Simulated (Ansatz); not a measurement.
CH$_{9}$BGeSi, SMILES `[BH2][GeH2][SiH2]C` at its PBE0-D4/def2-TZVP geometry, where that method's forces vanish. Charge 0, multiplicity 1.

```xyz
13

B     0.2409    0.5117   -2.3239
Ge    1.1912   -0.5826   -0.8919
Si    0.3674    0.2273    1.2098
C    -1.4701   -0.1012    1.3894
H    -0.8482    0.1995   -2.7051
H     0.7161    1.5289   -2.7327
H     0.8601   -2.0878   -0.9444
H     2.7232   -0.4262   -0.8913
H     0.6429    1.6882    1.3080
H     1.1243   -0.4478    2.3011
H    -2.0371    0.4160    0.6123
H    -1.6807   -1.1697    1.3073
H    -1.8302    0.2438    2.3614
```

What forces (eV/Å) does PBE-D4/def2-TZVPP give on these atoms in Ansatz 0.2.0? (Best estimate.)

The calculation gave: 
```
B1   0.049 -0.059  0.081
Ge2 -0.059  0.084 -0.173
Si3  0.017  0.012 -0.017
C4   0.033 -0.001 -0.017
H5  -0.116 -0.041 -0.030
H6   0.059  0.107 -0.033
H7  -0.036 -0.146  0.024
H8   0.150  0.016  0.025
H9   0.037  0.138  0.006
H10  0.087 -0.069  0.105
H11 -0.106  0.092 -0.143
H12 -0.047 -0.197 -0.015
H13 -0.067  0.064  0.187
```
